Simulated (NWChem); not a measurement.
Species: Sb anion, triplet

Results from NWChem. Spin-unrestricted. The open p shell is one determinant without spherical averaging. Sets without diffuse functions describe the anion's extra electron poorly. No stability test was run on the SCF state. The highest occupied level is positive in some or all of these runs, so the extra electron may be held by the finite basis. def2 effective core potentials on Sb; no spin-orbit coupling. Total energies compare along this basis series because the functional is fixed.

| level | basis functions | energy (Ha) | highest occupied level (eV) | lowest empty minus highest occupied level, either spin (eV) | <S²> | relative time |
|---|---|---|---|---|---|---|
| PBE0/def2-SVP | 26 | -240.2328 | 1.79 | 1.85 | 2.00 | 1 |
| PBE0/def2-SVPD | 32 | -240.2335 | 1.76 | 1.85 | 2.00 | 1 |
| PBE0/def2-TZVP | 50 | -240.2510 | 1.08 | 1.87 | 2.00 | 2 |
| PBE0/def2-TZVPP | 50 | -240.2510 | 1.08 | 1.87 | 2.00 | 2 |
| PBE0/def2-QZVP | 82 | -240.2541 | 0.93 | 1.87 | 2.01 | 8 |

The last column is a rough cost ratio, cheapest run = 1.
